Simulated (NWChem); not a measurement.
# C2F3 cation

```xyz
5

F     -0.2106     1.9417     0.0000
C      0.4407     0.8864     0.0000
C     -0.0707    -0.4585     0.0000
F     -0.0525    -1.1198     1.0843
F     -0.0525    -1.1198    -1.0843
```
Atoms are numbered in this order, from 1.

All runs: NWChem. Coordinates come from a B3LYP/6-31G* (spherical d) optimisation. Level: M06-2X/def2-SVP with SMD (1 M gas to 1 M solution), gas-phase geometry. Reactions with the solvent are ignored.

```
solvent          dielectric constant  solvation free energy (kcal/mol)  cavity-dispersion-structure term (kcal/mol)
---------------  -------------------  --------------------------------  -------------------------------------------
water                           78.4                             -68.0                                          5.4
acetonitrile                    35.7                             -69.6                                          2.7
chlorobenzene                   5.70                             -58.9                                          2.3
2-propanol                      19.3                             -67.5                                          3.0
methanol                        32.6                             -69.0                                          3.0
diethyl ether                   4.24                             -54.6                                          2.1
dichloromethane                 8.93                             -63.9                                          2.1
```
